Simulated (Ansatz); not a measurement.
Cartesian coordinates in Å:
```
O 0.795 0.189 -0.976
Si -0.296 0.131 0.212
F 0.405 0.004 1.627
F -1.220 -1.148 0.080
H 1.423 -0.523 -1.102
H -1.107 1.347 0.159
```

Charge 0, multiplicity 1.

(1) List the PBE/def2-TZVPP orbital energies in eV (Ansatz). (An estimate is asked.)

Results:

(1) Ansatz gave: Occupied: -1781.64, -660.15, -660.15, -511.01, -139.15, -95.93, -95.91, -95.84, -30.21, -29.68, -25.81, -14.84, -13.04, -12.08, -11.53, -10.99, -10.43, -10.05, -9.32, -9.14, -8.51. Lowest empty: -0.34, 0.56, 0.63, 2.07, 2.57, 3.61, 4.79, 4.89.
